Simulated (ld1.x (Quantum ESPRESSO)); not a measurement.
# Reading a pseudo-wave (lithium)

Columns: radius, all-electron u(r) and pseudo u(r) of the 2p shell (level -1.04 eV) of lithium in the configuration 1s2 2s1 2p0; Wu–Cohen, scalar-relativistic, ultrasoft scheme, ld1.x (Quantum ESPRESSO) 7.5.

```json
{"r (bohr)": "0.258", "all-electron": "0.0212", "pseudo": "0.0067"}
{"r (bohr)": "0.515", "all-electron": "0.0629", "pseudo": "0.0261"}
{"r (bohr)": "0.772", "all-electron": "0.1099", "pseudo": "0.0567"}
{"r (bohr)": "1.030", "all-electron": "0.1565", "pseudo": "0.0967"}
{"r (bohr)": "1.288", "all-electron": "0.2006", "pseudo": "0.1429"}
{"r (bohr)": "1.545", "all-electron": "0.2412", "pseudo": "0.1921"}
{"r (bohr)": "1.802", "all-electron": "0.2788", "pseudo": "0.2414"}
{"r (bohr)": "2.060", "all-electron": "0.3148", "pseudo": "0.2882"}
{"r (bohr)": "2.318", "all-electron": "0.3463", "pseudo": "0.3300"}
{"r (bohr)": "2.575", "all-electron": "0.3729", "pseudo": "0.3651"}
{"r (bohr)": "2.832", "all-electron": "0.3946", "pseudo": "0.3930"}
{"r (bohr)": "3.090", "all-electron": "0.4118", "pseudo": "0.4135"}
{"r (bohr)": "3.348", "all-electron": "0.4242", "pseudo": "0.4270"}
{"r (bohr)": "3.605", "all-electron": "0.4321", "pseudo": "0.4344"}
{"r (bohr)": "3.863", "all-electron": "0.4356", "pseudo": "0.4369"}
{"r (bohr)": "4.120", "all-electron": "0.4349", "pseudo": "0.4352"}
{"r (bohr)": "4.378", "all-electron": "0.4303", "pseudo": "0.4303"}
{"r (bohr)": "4.635", "all-electron": "0.4222", "pseudo": "0.4222"}
{"r (bohr)": "4.892", "all-electron": "0.4115", "pseudo": "0.4115"}
{"r (bohr)": "5.150", "all-electron": "0.3989", "pseudo": "0.3989"}
{"r (bohr)": "5.408", "all-electron": "0.3850", "pseudo": "0.3850"}
{"r (bohr)": "5.665", "all-electron": "0.3705", "pseudo": "0.3705"}
{"r (bohr)": "5.922", "all-electron": "0.3558", "pseudo": "0.3558"}
{"r (bohr)": "6.180", "all-electron": "0.3409", "pseudo": "0.3409"}
{"r (bohr)": "6.438", "all-electron": "0.3262", "pseudo": "0.3262"}
{"r (bohr)": "6.695", "all-electron": "0.3116", "pseudo": "0.3116"}
```

Task: How many radial nodes do the two functions have?

Result: The all-electron 2p function has n − l − 1 = 0; the pseudo-wave has 0.

Task: At about which radius was the pseudo-wave matched?

Result: 4.50 bohr. The columns agree to 0.0005 from 4.12 bohr on; several derivatives are matched, so the curves merge somewhat inside the radius.

Task: Where does each function peak?

Result: Outermost all-electron maximum near 3.86 bohr, pseudo maximum near 3.86 bohr (to the table’s step).

Task: Is the pseudo-wave norm-conserving?

Result: No, it belongs to an ultrasoft set: the norm inside the radius is not constrained, and the difference is carried by the augmentation charge.
